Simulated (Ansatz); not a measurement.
Relaxation of the cluster Sn₃H₆ with RKS PBE0-D4/def2-SVP.

```sh
$ ansatz run in.yaml --threads 4 --pin off --events-out ev --progress --plain --max-ram 3916MiB
```

```yaml
crystal:
  periodic: [false, false, false]
  atoms:
    - {symbol: Sn, position_ang: [-0.238390, -1.342970, -0.059950]}
    - {symbol: Sn, position_ang: [-0.300580, 0.521870, -2.138370]}
    - {symbol: Sn, position_ang: [-0.716070, 1.552340, 1.033730]}
    - {symbol: H, position_ang: [0.903080, -2.353720, 0.729200]}
    - {symbol: H, position_ang: [1.000720, 1.789950, 1.370150]}
    - {symbol: H, position_ang: [-0.180510, 1.785230, -0.782610]}
    - {symbol: H, position_ang: [1.462610, 0.496490, -2.077630]}
    - {symbol: H, position_ang: [-1.622280, -2.182490, 0.495820]}
    - {symbol: H, position_ang: [-0.308590, -0.266680, 1.429650]}
basis:
  gaussian: {orbitals: def2-SVP}
hamiltonian: {xc: pbe0, dispersion: d4}
scf: {omitted_lower_state_checks: [starts]}
output: {orbitals: {seedname: orbitals}}
relax: {f_tol: 0.02, max_steps: 100}
```

Run time 23 s (4 threads of Arm Neoverse V2 on a shared host).

Positions (Å) and forces (eV/Å) at steps 1, 2, 3, 4, 5, 6, 7, 8, 10, 11 of 11:

```xyz
9
step=1 energy=-17591.2329 eV
Sn   -0.238   -1.343   -0.060    0.049   -0.852    0.436
Sn   -0.301    0.522   -2.138   -0.032   -0.060   -1.104
Sn   -0.716    1.552    1.034   -0.213    0.832    0.670
H     0.903   -2.354    0.729    0.385    0.031   -0.221
H     1.001    1.790    1.370    0.099    0.025    0.067
H    -0.181    1.785   -0.783   -0.072    0.206    0.052
H     1.463    0.496   -2.078    0.173   -0.041    0.009
H    -1.622   -2.182    0.496   -0.396   -0.040   -0.136
H    -0.309   -0.267    1.430    0.007   -0.102    0.227
9
step=2 energy=-17591.3923 eV
Sn   -0.251   -1.453    0.004   -0.171    0.645   -0.462
Sn   -0.277    0.520   -2.299    0.190   -0.364    0.690
Sn   -0.728    1.699    1.161    0.342   -0.221   -0.355
H     1.021   -2.383    0.689    0.066   -0.048   -0.011
H     1.025    1.822    1.412    0.007    0.085    0.065
H    -0.228    1.771   -0.784   -0.275   -0.061    0.169
H     1.495    0.482   -2.104   -0.012    0.010   -0.055
H    -1.730   -2.211    0.467   -0.018   -0.127    0.050
H    -0.327   -0.248    1.455   -0.129    0.081   -0.092
9
step=3 energy=-17591.4692 eV
Sn   -0.263   -1.384   -0.068   -0.035   -0.373    0.485
Sn   -0.266    0.412   -2.194    0.080    0.323   -0.492
Sn   -0.677    1.711    1.178    0.076    0.008   -0.086
H     1.010   -2.326    0.606    0.062   -0.018   -0.051
H     1.060    1.906    1.482    0.032   -0.042   -0.057
H    -0.318    1.704   -0.750   -0.112    0.064    0.123
H     1.508    0.392   -2.075    0.005    0.028    0.039
H    -1.706   -2.196    0.417   -0.035   -0.051    0.000
H    -0.348   -0.219    1.403   -0.073    0.060    0.039
9
step=4 energy=-17591.5337 eV
Sn   -0.300   -1.413   -0.021    0.116   -0.053    0.129
Sn   -0.190    0.437   -2.182   -0.003    0.089   -0.239
Sn   -0.616    1.730    1.166    0.186    0.045    0.100
H     1.028   -2.331    0.598   -0.063    0.034    0.000
H     1.161    1.832    1.326   -0.135   -0.079   -0.061
H    -0.486    1.749   -0.761   -0.015   -0.055   -0.040
H     1.581    0.484   -1.998   -0.071    0.013    0.125
H    -1.729   -2.267    0.438    0.017   -0.004   -0.017
H    -0.450   -0.221    1.434   -0.031    0.009    0.003
9
step=5 energy=-17591.5610 eV
Sn   -0.293   -1.388    0.000    0.068   -0.001   -0.134
Sn   -0.171    0.453   -2.229    0.155   -0.041    0.287
Sn   -0.553    1.741    1.161    0.327   -0.005    0.036
H     1.042   -2.298    0.621   -0.095    0.085    0.012
H     1.248    1.715    1.194   -0.309   -0.052   -0.053
H    -0.606    1.723   -0.775    0.015   -0.050   -0.080
H     1.582    0.550   -1.858   -0.186    0.032   -0.020
H    -1.716   -2.277    0.417    0.021   -0.010    0.005
H    -0.533   -0.218    1.469    0.004    0.041   -0.054
9
step=6 energy=-17591.5746 eV
Sn   -0.297   -1.405   -0.001    0.055    0.049   -0.037
Sn   -0.160    0.454   -2.191    0.166    0.034    0.125
Sn   -0.519    1.759    1.153    0.366   -0.093    0.001
H     1.043   -2.289    0.644   -0.086    0.075    0.011
H     1.278    1.644    1.097   -0.324    0.000    0.004
H    -0.655    1.749   -0.781    0.007   -0.104   -0.038
H     1.578    0.600   -1.772   -0.192   -0.002   -0.051
H    -1.712   -2.311    0.411    0.031    0.010   -0.002
H    -0.557   -0.202    1.440   -0.023    0.030   -0.014
9
step=7 energy=-17591.5878 eV
Sn   -0.301   -1.383   -0.010    0.080   -0.098    0.071
Sn   -0.145    0.455   -2.190    0.071    0.085    0.004
Sn   -0.485    1.745    1.159    0.262   -0.040   -0.023
H     1.036   -2.231    0.681   -0.049    0.032   -0.003
H     1.294    1.569    1.048   -0.230    0.004    0.030
H    -0.680    1.711   -0.774   -0.010   -0.026   -0.017
H     1.578    0.645   -1.763   -0.114   -0.026   -0.028
H    -1.703   -2.307    0.406    0.020    0.013   -0.031
H    -0.595   -0.204    1.443   -0.030    0.056   -0.004
9
step=8 energy=-17591.5979 eV
Sn   -0.247   -1.386   -0.004   -0.066    0.090   -0.061
Sn   -0.194    0.474   -2.182   -0.004   -0.062   -0.039
Sn   -0.415    1.750    1.169   -0.115    0.035    0.035
H     1.048   -2.172    0.808    0.051   -0.007    0.020
H     1.317    1.453    1.053    0.108   -0.047   -0.016
H    -0.677    1.717   -0.746    0.010    0.022    0.001
H     1.530    0.653   -1.824    0.057    0.048   -0.016
H    -1.654   -2.323    0.339   -0.037   -0.060    0.031
H    -0.707   -0.164    1.386   -0.005   -0.018    0.045
9
step=10 energy=-17591.6044 eV
Sn   -0.260   -1.359    0.003   -0.031   -0.014   -0.002
Sn   -0.205    0.483   -2.190    0.014   -0.016   -0.002
Sn   -0.397    1.746    1.174   -0.013   -0.021    0.010
H     1.074   -2.078    0.821    0.002   -0.005    0.000
H     1.321    1.336    1.056    0.005   -0.009    0.000
H    -0.648    1.742   -0.748    0.003    0.008   -0.001
H     1.530    0.655   -1.858    0.001    0.023   -0.013
H    -1.623   -2.362    0.354    0.005   -0.020   -0.003
H    -0.793   -0.162    1.390    0.013    0.053    0.010
9
step=11 energy=-17591.6052 eV
Sn   -0.262   -1.360    0.008    0.001   -0.006    0.008
Sn   -0.204    0.480   -2.189   -0.008   -0.003   -0.004
Sn   -0.387    1.748    1.172   -0.009   -0.017    0.011
H     1.069   -2.075    0.838   -0.006    0.002   -0.006
H     1.326    1.314    1.053    0.000   -0.001   -0.003
H    -0.651    1.742   -0.749    0.007    0.002   -0.005
H     1.531    0.679   -1.872    0.005    0.003    0.003
H    -1.620   -2.375    0.348    0.005    0.003    0.001
H    -0.800   -0.153    1.391    0.004    0.018   -0.005
```

In the def2 sets Sn takes a core potential; there is no spin–orbit coupling. Another isomer (singlet) lies 0.13 eV lower at PBE0-D4/def2-TZVP; other spin states weren't run for this one.
